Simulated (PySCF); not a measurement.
# Polarisability and C₆ of S (sulfur, neutral)

[Ne] 3s2 3p4, high-spin 3P determinant. All numbers are calculated (PySCF 2.14, no relativity, point nucleus, in aug-cc-pwCVDZ). Coupled (time-dependent) response in atomic units; α is the mean over directions. A double-zeta set is small for polarisabilities.

| method | mean α (bohr³) | α xx, yy, zz | C₆ (like pair) | S(−4) |
| --- | --- | --- | --- | --- |
| UHF | 17.82 | 16.67, 20.14, 16.67 | 123.0 | 80.84 |
| PBE | 19.09 | 17.62, 22.03, 17.62 | 133.4 | 102.9 |
| PBE0 | 18.55 | 17.23, 21.18, 17.23 | 129.0 | 92.37 |
| B97-3 | 18.37 | 17.13, 20.87, 17.13 | 127.1 | 90.72 |
| CAM-B3LYP | 18.37 | 17.06, 20.98, 17.06 | 126.7 | 92.08 |

S(−4) is the Cauchy moment in α(ω) = α(0) + S(−4) ω² + …

Reference α: 19.4 ± 0.1 bohr³ (recommended; Schwerdtfeger and Nagle, table of static dipole polarizabilities (2023 update)). Published C₆: 134.0 (Chu and Dalgarno (2004); Tang, Norbeck and Certain (1976)).

α(iu) at PBE0:

```json
{"u (hartree)": "0", "α(iu) (bohr³)": "18.55"}
{"u (hartree)": "0.0500", "α(iu) (bohr³)": "18.32"}
{"u (hartree)": "0.100", "α(iu) (bohr³)": "17.69"}
{"u (hartree)": "0.200", "α(iu) (bohr³)": "15.66"}
{"u (hartree)": "0.300", "α(iu) (bohr³)": "13.33"}
{"u (hartree)": "0.500", "α(iu) (bohr³)": "9.265"}
{"u (hartree)": "0.750", "α(iu) (bohr³)": "5.936"}
{"u (hartree)": "1.00", "α(iu) (bohr³)": "3.996"}
{"u (hartree)": "1.50", "α(iu) (bohr³)": "2.107"}
{"u (hartree)": "2.00", "α(iu) (bohr³)": "1.294"}
{"u (hartree)": "3.00", "α(iu) (bohr³)": "0.6437"}
{"u (hartree)": "5.00", "α(iu) (bohr³)": "0.2748"}
```

A single London oscillator, α(iu) = α/(1 + u²/ω²), gives C₆ = (3/4) ω α². Matching the computed C₆ needs ω = 4 × 129.0 / (3 × 18.55²) = 0.500 hartree.

The components differ because the open shell of this determinant is not spherical; for a pure term their mean is the scalar polarisability.
